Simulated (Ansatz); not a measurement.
Ideal-gas functions of `N=C(N)[TeH]` at 500 K and 1 bar, from an Ansatz frequency run at PBE0-D4/def2-TZVP.

Molar mass 171.66 g/mol, point group C1 (symmetry number 1), electronic degeneracy 1, moments of inertia 48.938, 225.943, 272.592 u Å². Harmonic wavenumbers (cm⁻¹, unscaled): 150, 265, 308, 407, 486, 594, 605, 678, 795, 1099, 1134, 1303, 1616, 1738, 2164, 3567, 3587, 3704.

Use S(trans) = R[1.5 ln M + 2.5 ln T − 1.1517]; rotational temperatures θ = 24.2544 K / I; S(rot) = R[ln(√π/σ · √(T³/θAθBθC)) + 1.5]; for each mode x = 1.438777 ν̃/T, S = R[x/(eˣ − 1) − ln(1 − e⁻ˣ)] and H = RT x/(eˣ − 1); 1 cm⁻¹ = 0.0119627 kJ/mol; R = 8.31446 J/(mol·K).

Question: By hand: the entropy, in J/(mol·K).

Answer: Translation 183.8. Rotation: θ = 0.4956, 0.1073, 0.089 K, giving 117.0. Vibration, mode by mode: 15.36, 10.77, 9.59, 7.46, 6.17, 4.80, 4.68, 3.96, 3.04, 1.52, 1.40, 0.95, 0.45, 0.34, 0.12, 0.00, 0.00, 0.00, in all 70.6. Electronic 0.0. Sum 371.4 J/(mol·K).

Question: By hand: H − E and G − E in kJ/mol, counted from the electronic energy.

Answer: Zero-point energy ½ × 24200 × 0.0119627 = 144.7; thermal vibration 20.2; translation, rotation and pV give 4 RT = 16.6. H − E = 181.5 kJ/mol, and G − E = 181.5 − 500 × 371.4/1000 = -4.2 kJ/mol.

Vibration gives 19 % of the entropy. The sum counts one conformer and one mirror image; others add a mixing term.
